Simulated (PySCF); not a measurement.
Coordinates in bohr (charge 0 multiplicity 1):
```
W     0.0000   -0.0287    0.0208
N    -0.0012   -2.5594    1.8529
F     2.9279   -0.2989   -1.8790
F     0.0064    2.6817    2.2363
F    -2.9333   -0.2910   -1.8717
```

All numbers come from PBE0/[W def2-TZVP with ECP60, N def2-TZVP, F def2-TZVP], scalar-relativistic core potentials, density fitting, no spin–orbit coupling, PySCF.

This geometry of WNF₃ is a stationary point at this level.

(1) What is the point group?

(2) Is it a minimum?

(3) List the harmonic modes with their infrared intensities.

(4) Give the ideal-gas entropy at 298.15 K and 1 bar by parts.

(5) What is the atomisation energy, with and without zero-point energy?

Results:

(1) C3v.

(2) Yes: all harmonic wavenumbers are real.

(3) 
```
symmetry  ω (cm⁻¹)  IR (km/mol, summed over degenerate members)
       e       168                                         19.0
      a1       221                                          7.9
       e       332                                         12.1
       e       705                                          286
      a1       709                                         52.6
      a1      1179                                         53.9
```

(4) translation 178.0, rotation 102.3, vibration 43.1, spin 0.0; total 323.4 J/(mol K).

(5) 2252 kJ/mol without, 2225 kJ/mol with.

Stability towards spin polarisation was not tested. Other isomers or separated fragments may lie lower. Spin–orbit coupling, left out here, can matter for elements this heavy.
